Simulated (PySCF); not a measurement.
Compound: C3H9AlO.
Cartesian coordinates in Å at the PBE0-D3(BJ)/def2-SVP level; atoms count from 1:
```
atom  x, y, z in Å
C1    -2.6851    0.2686   -0.0792
C2    -1.3408   -0.1293   -0.6893
Al3    0.2340    0.1510    0.4351
O4     1.7452   -0.2958   -0.2100
C5     3.0787   -0.2795    0.1695
H6    -3.5272    0.0802   -0.7654
H7    -2.8967   -0.2857    0.8495
H8    -2.7186    1.3393    0.1809
H9    -1.3477   -1.1960   -0.9817
H10   -1.1698    0.4118   -1.6385
H11    0.2023    0.7609    1.9074
H12    3.4974   -1.3023    0.1785
H13    3.6830    0.3112   -0.5423
H14    3.2383    0.1504    1.1778
```

Computed, not measured: PySCF 2.14.0, PBE0-D3(BJ)/def2-SVP geometry optimisation, gas phase.

Take the most abundant isotopes and a rigid rotor. The values belong to one conformer with, in the numbering `[CH3:1][CH2:2][AlH:3][O:4][CH3:5]`, C1–C2–Al3–O4 179°, C2–Al3–O4–C5 179°.

(1) Give the principal moments of inertia and the rotational constants in GHz.

(2) Classify the top.

(3) Is it planar, by Δ = Ic − Ia − Ib?

(4) Give the other two planar moments, Paa and Pbb, and the rms extents of the mass along the axes.

(5) Predict some low-J microwave lines.

Answers

(1) Ia = 28.25, Ib = 343.55, Ic = 362.40 u·Å²; 505379 MHz·u·Å²/I gives 17890, 1471 and 1395 MHz, that is A = 17.890, B = 1.4710, C = 1.3945 GHz.

(2) A near-prolate asymmetric top: κ = (2 × 1471 − 17890 − 1395)/(17890 − 1395) = -0.99.

(3) Not planar: Δ = Ic − Ia − Ib = -9.40 u·Å². For a rigid frame Δ = −2 Σ m c², so Σ m c² = 4.70 u·Å² lies off the ab plane, practically all of it from hydrogen. The atom farthest from that plane is 0.90 Å away.

(4) Paa = Σ m a² = (Ib + Ic − Ia)/2 = 338.85 and Pbb = Σ m b² = (Ia + Ic − Ib)/2 = 23.55 u·Å². With the mass M = 88.05 u, the rms extents √(P/M) along a, b and c are 1.96, 0.52, 0.23 Å.

(5) The dipole components are |μa| = 0.14 D, |μb| = 0.07 D, |μc| = 0.02 D. Intensities carry the squares of the components, which stand as 1.00 : 0.28 : 0.02 (a : b : c). Some lines, for components of 0.1 D or more:

```
type  branch         J(Ka,Kc)   MHz  lower level (cm⁻¹)
   a       R  1(0,1) ← 0(0,0)  2866               0.000
   a       R  2(1,2) ← 1(1,1)  5655               0.643
   a       R  2(0,2) ← 1(0,1)  5731               0.096
   a       R  2(1,1) ← 1(1,0)  5808               0.646
```

No frequency check. No vibrational averaging or centrifugal distortion is included, and the geometry carries the error of its method. A rigid rotor knows nothing of internal rotation, which can split or shift real lines. Quadrupole hyperfine structure (27Al) is left out.
